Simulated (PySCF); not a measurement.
**Dipole moment and polarisability of `O=c1occ(O)o1`**

C3H2O4.
Atom-mapped SMILES: `[O:1]=[c:2]1[o:3][cH:4][c:5]([OH:6])[o:7]1` (hydrogens: H8 on C4; H9 on O6)

Cartesian coordinates in Å at the GFN2-xTB level; atoms count from 1:
```
atom  x, y, z in Å
O1     2.7114   -0.5448   -0.3702
C2     1.5796   -0.2403   -0.1968
O3     1.1270    0.9729    0.1609
C4    -0.2485    0.8950    0.2537
C5    -0.6057   -0.3621   -0.0487
O6    -1.7732   -0.9985   -0.1200
O7     0.5116   -1.0845   -0.3317
H8    -0.7849    1.7755    0.5302
H9    -2.5036   -0.4072    0.0973
```

Level: B3LYP/def2-SVPD (PySCF), static field, nuclei fixed, core orbitals frozen in the response. The polarisability tensor in these axes (au):

```
x   63.11 -0.68 -2.80
y   -0.68 48.21  4.52
z   -2.80  4.52 32.74
```

Q: Give the principal values, the mean and the anisotropy Δα = √{½[(α1 − α2)² + (α2 − α3)² + (α1 − α3)²]}.

A: Principal values 31.31, 49.30 and 63.45 au; mean 48.02 au = 7.12 Å³ = 7.92 × 10⁻⁴⁰ C²·m²/J; Δα = 27.90 au (58 % of the mean).

Q: What is the dipole moment, and where does it point?

A: (-5.29, 2.07, 0.98) D, 5.77 D in size, pointing from the negative to the positive side. Measured along this direction, the outermost atoms are O1 at the negative end and H9 at the positive end.

Q: Find the Langevin capture rate constant for O2+ (31.990 u) meeting this molecule (101.995 u), k = 2.342 × 10⁻⁹ cm³/s × √(α in Å³ / reduced mass in u).

A: The reduced mass is 24.35 u, so k = 1.27 × 10⁻⁹ cm³/s. The formula leaves out the permanent dipole, which adds to the capture rate.

Q: In a dilute gas of rigid molecules at 500 K, how does the orientational term μ²/3kT compare with the electronic polarisability?

A: In Gaussian units μ²/3kT = 160.61 Å³ against 7.12 Å³, a ratio of 22.57; the Debye molar polarisation (4π/3)N_A(α + μ²/3kT) is 423.1 cm³/mol, leaving out the vibrational part.

Q: What would n − 1 = 2πNα be for an ideal gas of these molecules at 273.15 K and 1 atm, electronic part alone?

A: N = p/kT = 2.6868 × 10¹⁹ cm⁻³, so n − 1 = 2π × N × 7.12 × 10⁻²⁴ cm³ = 1201 × 10⁻⁶ at long wavelengths.

Q: Form Σ f/ω² (atomic units) for the 8 lowest TDDFT singlets, given as eV and f, and set it beside the mean polarisability, which is this sum over all singlets: 5.04, 0.0020; 6.13, 0.0102; 6.33, 0.1052; 6.58, 0.1433; 6.76, 0.0010; 7.11, 0.0000; 7.54, 0.0352; 7.88, 0.0121.

A: They add up to 5.27 au, 11.0 % of the 48.02 au; the largest single term is 2.45 au, from the state at 6.58 eV. Terms in order: 0.06, 0.20, 1.95, 2.45, 0.02, 0.00, 0.46, 0.14 au. Higher excitations give the rest. The strengths listed sum to 0.309.

Q: What depolarisation ratio follows for Rayleigh scattering of linearly polarised light, taking the static tensor?

A: ρ = 3Δα²/(45ᾱ² + 4Δα²) = 2334.5/(103761 + 3112.6) = 0.0218.

Isolated species at its GFN2-xTB geometry (one conformer only).

The run behind these numbers computed excited states as well. Time: 34 s wall; peak memory 0.65 GiB. Hardware: an Arm Neoverse N1 with one thread, shared host.
